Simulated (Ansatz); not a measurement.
Input:

```yaml
crystal:
  periodic: [false, false, false]
  atoms:
    - { symbol: Zr, position_ang: [0.031156, -0.265462, 0.048858] }
    - { symbol: O, position_ang: [-0.16661, -0.182956, 2.108456] }
    - { symbol: H, position_ang: [-0.640868, 0.240671, 2.826218] }
    - { symbol: F, position_ang: [1.763871, 0.068261, -0.688311] }
    - { symbol: F, position_ang: [-1.014815, 1.255667, -0.419241] }
    - { symbol: "N", position_ang: [-0.99299, -1.717146, -0.902111] }
    - { symbol: H, position_ang: [-0.782526, -2.709322, -0.818523] }
    - { symbol: H, position_ang: [-1.756429, -1.586343, -1.561435] }
    - { symbol: F, position_ang: [0.891376, -1.980201, 1.293493] }
    - { symbol: H, position_ang: [0.467835, -1.34287, 2.020497] }
basis:
  gaussian: { orbitals: def2-SVP }
hamiltonian:
  xc: pbe0
  dispersion: d4
md:
  timestep: 0.5
  n_steps: 200
  ensemble: nve
  temperature: 100.0
  initial_velocities: maxwell_boltzmann
  seed: 4793
```

Command:

```bash
$ ansatz run input.yaml --threads 4 --pin off --max-ram 5120MiB --backend cpu --events-out ev --progress --plain --runs-dir out
```

Hardware: 4 threads of Intel(R) Xeon(R) Platinum 8259CL CPU @ 2.50GHz (Skylake/Cascade Lake), on a shared host.

Problem. Roughly how long does this run take, and how much memory?

Solution. 7.4 min, with a peak of 0.33 GiB, for 201 ionic steps.
